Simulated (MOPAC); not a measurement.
Input for MOPAC: PM7 on BeCl, 2S+1 = 2, a spin state set in the input, which need not be the lowest, a point of a bond scan (R = 1.921 Å).

```
PM7 1SCF PRECISE CHARGE=0 UHF MS=0.5 THREADS=1
BeCl

Be     0.00000000 1     0.00000000 1     0.00000000 1
Cl     0.00000000 1     0.00000000 1     1.92132400 1
```

The log:

```
*******************************************************************************
 **                                                                           **
 **                              MOPAC v23.2.5                                **
 **                                                                           **
 *******************************************************************************
 ** MOPAC's Digital Object Identifier: https://doi.org/10.5281/zenodo.6511958 **
 **                                                                           **
 ** Please cite the open-source release paper for use of this MOPAC version:  **
 ** J. E. Moussa and J. J. P. Stewart (2026)                                  **
 ** MOPAC: An open-source semiempirical molecular orbital program             **
 ** J. Open Source Softw., 11(119), 8025, https://doi.org/10.21105/joss.08025 **
 *******************************************************************************

                              PM7 CALCULATION RESULTS

 *******************************************************************************
 *  PM7        - The PM7 Hamiltonian to be used
 *  UHF        - UNRESTRICTED HARTREE-FOCK CALCULATION
 *
 *
 *
 *                 CHARGE ON SYSTEM = 0
 *
 *
 *
 *  MS=        - IN MECI, MAGNETIC COMPONENT OF SPIN =  0.5
 *  PRECISE    - TIGHTER CRITERIA TO BE USED
 *  1SCF       - DO 1 SCF AND THEN STOP
 *  THREADS=1  - MULTI-THREADING NOT USED
 *  T=         - A TIME OF 172800.0 SECONDS REQUESTED
 *  DUMP=N     - RESTART FILE WRITTEN EVERY 7200.0 SECONDS REQUESTED
 *******************************************************************************
PM7 1SCF PRECISE CHARGE=0 UHF MS=0.5 THREADS=1
 BeCl

   ATOM   CHEMICAL          X               Y               Z
  NUMBER   SYMBOL      (ANGSTROMS)     (ANGSTROMS)     (ANGSTROMS)

     1      Be          0.00000000  *   0.00000000  *   0.00000000  *
     2      Cl          0.00000000  *   0.00000000  *   1.92132400  *



          CARTESIAN COORDINATES

    NO.       ATOM           X           Y           Z

     1        Be          0.0000      0.0000      0.0000
     2        Cl          0.0000      0.0000      1.9213

 General Reference for PM7:
 "Optimization of Parameters for Semiempirical Methods VI: More Modifications to the
 NDDO Approximations and Re-optimization of Parameters", J. J. P. Stewart, J. Mol. Mod., 1:32, 19 (2013)
 https://link.springer.com/article/10.1007/s00894-012-1667-x

           Empirical Formula: Be Cl  =     2 atoms



      MOLECULAR POINT GROUP   :   C*v


          UHF CALCULATION, NO. OF ALPHA ELECTRONS =    5
                           NO. OF BETA  ELECTRONS =    4

 -------------------------------------------------------------------------------
 PM7 1SCF PRECISE CHARGE=0 UHF MS=0.5 THREADS=1
 BeCl



     1SCF WAS SPECIFIED, SO BFGS WAS NOT USED
     SCF FIELD WAS ACHIEVED


                              PM7 CALCULATION
                                                       MOPAC v23.2.5 Linux




          FINAL HEAT OF FORMATION =         14.17029 KCAL/MOL =      59.28849 KJ/MOL


          COSMO AREA              =         81.80 SQUARE ANGSTROMS
          COSMO VOLUME            =         65.75 CUBIC ANGSTROMS

          IONIZATION POTENTIAL    =          9.619839 EV
          ALPHA SOMO LUMO (EV)    =         -9.620  2.130
          BETA  SOMO LUMO (EV)    =        -11.069  0.131
          NO. OF ALPHA ELECTRONS  =          5
          NO. OF BETA  ELECTRONS  =          4
          MOLECULAR WEIGHT        =         44.4652         POINT GROUP:  C*v

          MOLECULAR DIMENSIONS (Angstroms)

            Atom       Atom       Distance
           Cl     2   Be     1     1.92132
           Cl     2   Be     1     0.00000
           Be     1   Cl     2     0.00000


          SCF CALCULATIONS        =          1





   ATOM   CHEMICAL          X               Y               Z
  NUMBER   SYMBOL      (ANGSTROMS)     (ANGSTROMS)     (ANGSTROMS)

     1      Be          0.00000000  *   0.00000000  *   0.00000000  *
     2      Cl          0.00000000  *   0.00000000  *   1.92132400  *

                             CARTESIAN COORDINATES

   1   Be        0.000000000     0.000000000     0.000000000
   2   Cl        0.000000000     0.000000000     1.921324000


           Empirical Formula: Be Cl  =     2 atoms



      MOLECULAR POINT GROUP   :   C*v


          ALPHA EIGENVALUES
 -25.35438 -13.00770 -11.08592 -11.08592  -9.61984   2.13008   2.13008   2.48903
  72.44072  72.76834  72.76834  73.69516  73.69516


           BETA EIGENVALUES
 -25.10912 -12.85960 -11.06935 -11.06935   0.13075   2.63736   2.63736   2.77015
  72.49244  72.80797  72.80797  73.69844  73.69844


              NET ATOMIC CHARGES AND DIPOLE CONTRIBUTIONS

  ATOM NO.   TYPE          CHARGE      No. of ELECS.   s-Pop       p-Pop       d-Pop
    1         Be           0.498981        1.5010     1.01091     0.49011
    2         Cl          -0.498981        7.4990     1.98881     5.50968     0.00050
 DIPOLE           X         Y         Z       TOTAL
 POINT-CHG.     0.000     0.000    -4.605     4.605
 HYBRID         0.000     0.000     0.544     0.544
 SUM            0.000     0.000    -4.061     4.061


          ATOMIC ORBITAL ELECTRON POPULATIONS

     Atom    s        px        py        pz      x^2-y^2     xz        z^2       yz        xy
    1 Be   1.01091   0.02392   0.02392   0.44227
    2 Cl   1.98881   1.97596   1.97596   1.55775   0.00000   0.00012   0.00027   0.00012   0.00000


                    (SZ)    =    0.500000
                    (S**2)  =    0.750943


          ATOMIC ORBITAL SPIN POPULATIONS

    Atom   Total    s     px     py     pz   x^2-y^2  xz     z^2    yz     xy
         Atomic
    1 Be  0.9449  0.735  0.001  0.001  0.208
    2 Cl  0.0551  0.001 -0.001 -0.001  0.056  0.000  0.000 -0.000  0.000 -0.000

 **********************
 *                    *
 * JOB ENDED NORMALLY *
 *                    *
 **********************




 == MOPAC DONE ==
```

The run finished.

Cost: about 0.04 core-seconds (a rough figure).
